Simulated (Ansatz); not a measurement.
`C[NH][ZnH]` + `BS` → `B[S][ZnH]` + CH₃NH₂ at 298.15 K and 1 bar (ligand exchange at a Zn–N bond).

Gas-phase electronic energies from Ansatz, PBE0-D4/def2-TZVP geometries. CCSD(T)/CBS adds triple-zeta CCSD(T) − MP2 to the extrapolated MP2 energy (def2 sets, frozen cores). This one scheme is used for every species. For Zn outer-core shells are correlated without core-valence functions, which leaves a few kJ/mol of doubt a bond. Scalar relativity is left out up to krypton.

| species | CCSD(T)/CBS energy (Eh) | H − E (kJ/mol) | S (J/(mol·K)) |
| --- | --- | --- | --- |
| `C[NH][ZnH]` | -1874.12279 | 172.4 | 305.0 |
| `BS` | -424.38198 | 90.6 | 245.0 |
| `B[S][ZnH]` | -2202.78318 | 91.3 | 306.3 |
| CH₃NH₂ | -95.75281 | 180.0 | 240.4 |

H − E and S are ideal-gas, rigid-rotor, harmonic terms from PBE0-D4/def2-TZVP. 1 Eh = 2625.50 kJ/mol, R = 8.31446 J/(mol·K).

Problem. By hand: ΔE, ΔH, ΔS and ΔG.

Solution. ΔE = (-2202.78318) + (-95.75281) − (-1874.12279) − (-424.38198) = -0.03122 Eh = -82.0 kJ/mol. Δ(H − E) = 91.3 + 180.0 − 172.4 − 90.6 = 8.3, so ΔH = -73.7 kJ/mol. ΔS = 306.3 + 240.4 − 305.0 − 245.0 = -3.3 J/(mol·K). ΔG = -73.7 − 298.15 × (-3.3)/1000 = -72.7 kJ/mol.

Problem. By hand: the equilibrium constant, and the temperature at which ΔG would vanish if ΔH and ΔS stayed fixed.

Solution. log₁₀ K = −ΔG/(RT ln 10) = 12.7. ΔG = 0 at ΔH/ΔS = 22333 K, far beyond where these terms or the molecules hold.

The number of gas molecules stays the same, so ΔS is small and ΔH decides. A doubt of 5 kJ/mol in ΔE shifts log₁₀ K by 0.9 here. These are equilibria of isolated gas molecules and say nothing of rates. Largest T1 diagnostic: 0.017 (customary marks: 0.02 for closed shells, 0.045 for open ones).
